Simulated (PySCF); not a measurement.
Vertical excitations of a molecule C₄H₁₂Si₂ from TDA-PBE/def2-SVPD run with PySCF, as energy in eV (oscillator strength): 5.26 (0.042), 5.59 (0.140), 6.08 (0.069), 6.39 (0.073), 6.41 (0.058), 6.49 (0.084). Lowest triplet (TDA): 4.04 eV. Coordinates come from a B3LYP-D3(BJ)/def2-SVP optimisation. The values are those of a single conformer.

### Question
Pick the molecule that these values belong to.
A) CC[SiH2]/C=C/[SiH3]
B) C=C([SiH3])[SiH](C)C
C) C=C(C[SiH3])[SiH2]C
D) [SiH3]C[SiH2]C1CC1

### Answer
A, CC[SiH2]/C=C/[SiH3]
